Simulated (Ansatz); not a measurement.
Geometry optimisation, UKS revPBE/def2-SVP (Ansatz 0.2.0).

Input:

```yaml
crystal:
  periodic: [false, false, false]
  atoms:
    - { symbol: C, position_ang: [-1.22, -0.6835, 0.84247] }
    - { symbol: Si, position_ang: [0.20546, -1.67417, 1.27819] }
    - { symbol: Al, position_ang: [1.49622, -0.28603, -0.14697] }
    - { symbol: C, position_ang: [-0.81658, 0.29616, -0.02987] }
    - { symbol: H, position_ang: [2.2292, 0.76266, -1.16549] }
    - { symbol: H, position_ang: [-0.77778, 1.33992, 0.30453] }
    - { symbol: H, position_ang: [2.56431, -1.39284, -0.07116] }
magnetization:
  spin_polarized: true
basis:
  gaussian: { orbitals: def2-SVP }
hamiltonian:
  xc: revpbe
relax:
  f_tol: 0.02
  max_steps: 50
```

Launched with:

```bash
$ ansatz run input.yaml --threads 2 --pin off --max-ram 3072MiB --backend cpu --events-out ev --progress --plain --runs-dir out
```

Task: Where does it end, and by what steps?

Result: The forces met the threshold. After 24 steps the energy has fallen by 3.633 eV; H5 moved furthest, 1.51 Å. Joined: C1–Al3 (2.92 → 2.19 Å).

```json
{"step": "0", "energy less start (eV)": "0.0000", "largest force component (eV/Å)": "2.248", "accepted": "yes"}
{"step": "1", "energy less start (eV)": "-0.7651", "largest force component (eV/Å)": "1.786", "accepted": "yes"}
{"step": "2", "energy less start (eV)": "-1.2605", "largest force component (eV/Å)": "1.152", "accepted": "yes"}
{"step": "3", "energy less start (eV)": "-1.6169", "largest force component (eV/Å)": "2.010", "accepted": "yes"}
{"step": "4", "energy less start (eV)": "-1.7644", "largest force component (eV/Å)": "1.170", "accepted": "yes"}
{"step": "5", "energy less start (eV)": "-2.0424", "largest force component (eV/Å)": "1.034", "accepted": "yes"}
{"step": "6", "energy less start (eV)": "-2.3241", "largest force component (eV/Å)": "0.889", "accepted": "yes"}
{"step": "7", "energy less start (eV)": "-2.5137", "largest force component (eV/Å)": "0.721", "accepted": "yes"}
{"step": "8", "energy less start (eV)": "-2.7434", "largest force component (eV/Å)": "0.840", "accepted": "yes"}
{"step": "9", "energy less start (eV)": "-2.9278", "largest force component (eV/Å)": "0.948", "accepted": "yes"}
{"step": "10", "energy less start (eV)": "-3.0583", "largest force component (eV/Å)": "0.439", "accepted": "yes"}
{"step": "11", "energy less start (eV)": "-3.1255", "largest force component (eV/Å)": "0.239", "accepted": "yes"}
{"step": "12", "energy less start (eV)": "-3.1668", "largest force component (eV/Å)": "0.357", "accepted": "yes"}
{"step": "13", "energy less start (eV)": "-3.2207", "largest force component (eV/Å)": "0.291", "accepted": "yes"}
{"step": "14", "energy less start (eV)": "-3.2909", "largest force component (eV/Å)": "0.238", "accepted": "yes"}
{"step": "15", "energy less start (eV)": "-3.3775", "largest force component (eV/Å)": "0.390", "accepted": "yes"}
{"step": "16", "energy less start (eV)": "-3.4753", "largest force component (eV/Å)": "0.408", "accepted": "yes"}
{"step": "17", "energy less start (eV)": "-3.5499", "largest force component (eV/Å)": "0.591", "accepted": "yes"}
{"step": "18", "energy less start (eV)": "-3.6138", "largest force component (eV/Å)": "0.371", "accepted": "yes"}
{"step": "19", "energy less start (eV)": "-3.6036", "largest force component (eV/Å)": "0.440", "accepted": "no"}
{"step": "20", "energy less start (eV)": "-3.6308", "largest force component (eV/Å)": "0.130", "accepted": "yes"}
{"step": "21", "energy less start (eV)": "-3.6306", "largest force component (eV/Å)": "0.154", "accepted": "no"}
{"step": "22", "energy less start (eV)": "-3.6323", "largest force component (eV/Å)": "0.057", "accepted": "yes"}
{"step": "23", "energy less start (eV)": "-3.6327", "largest force component (eV/Å)": "0.024", "accepted": "yes"}
{"step": "24", "energy less start (eV)": "-3.6327", "largest force component (eV/Å)": "0.004", "accepted": "yes"}
```

```xyz
7
Properties=species:S:1:pos:R:3
C -0.554 -0.570 0.638
Si -0.393 -2.325 0.460
Al 1.411 -0.303 -0.280
C -0.195 0.698 0.541
H 1.438 -0.314 -1.880
H -0.692 1.639 0.832
H 2.665 -0.463 0.701
```

Run time: 40 s on 2 threads of Intel(R) Xeon(R) Platinum 8488C (Sapphire Rapids), with other jobs on the host, peak memory 0.2 GiB.
